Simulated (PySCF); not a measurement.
VOCl, SMILES [O]=[V][Cl] (connectivity only; charge and spin as stated), neutral, multiplicity 3.

Geometry optimised at PBE-D3(BJ)/def2-TZVP. The spin state was assumed, not searched.

Calculation: PBE-D3(BJ)/def2-TZVP in PySCF 2.14.0.

Frequencies are harmonic and unscaled.

Computed normal modes with their intensities:
| mode | ν (cm⁻¹) | IR (km/mol) | moving atoms (share of kinetic energy) |
|---|---|---|---|
| 1 | 138 | 6.3 | O 57 %, V 22 %, Cl 21 % |
| 2 | 419 | 74.8 | Cl 56 %, V 41 % |
| 3 | 1037 | 186.8 | O 76 %, V 24 % |
